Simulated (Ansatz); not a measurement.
`OBCCO` and `OCC[SiH2]O` differ in one atom or group.

Ansatz, PBE0-D4/def2-TZVP geometries, multiplicity 1. Each molecule was computed in one conformer, which needn't be the lowest.

```tsv
property	`OBCCO`
HOMO–LUMO gap (PBE/def2-TZVPP) / eV	4.93
LUMO energy (PBE0/def2-TZVPP) / eV	-0.11
HOMO–LUMO gap (PBE0/def2-TZVPP) / eV	7.61
HOMO energy (ωB97M-V/def2-TZVPP) / eV	-10.16
LUMO energy (ωB97M-V/def2-TZVPP) / eV	1.77
HOMO energy (B3LYP/def2-TZVPP) / eV	-7.47
```

(1) What does the change do to each property? (Best estimate.)

## Answers

(1) Computed: 
```
                             property  `OCC[SiH2]O`  shift
  HOMO–LUMO gap (PBE/def2-TZVPP) / eV          6.21   1.28
   LUMO energy (PBE0/def2-TZVPP) / eV          0.57   0.68
 HOMO–LUMO gap (PBE0/def2-TZVPP) / eV          8.56   0.95
HOMO energy (ωB97M-V/def2-TZVPP) / eV        -10.30  -0.14
LUMO energy (ωB97M-V/def2-TZVPP) / eV          2.02   0.25
  HOMO energy (B3LYP/def2-TZVPP) / eV         -7.79  -0.32
```

With PBE0 the HOMO falls by 0.27 eV and the LUMO rises by 0.68 eV, so the gap widens by about 0.95 eV. PBE moves the HOMO by -0.47 eV and ωB97M-V by -0.14 eV.

B3LYP here is the variant with VWN-RPA as its local correlation; programs differ in this.
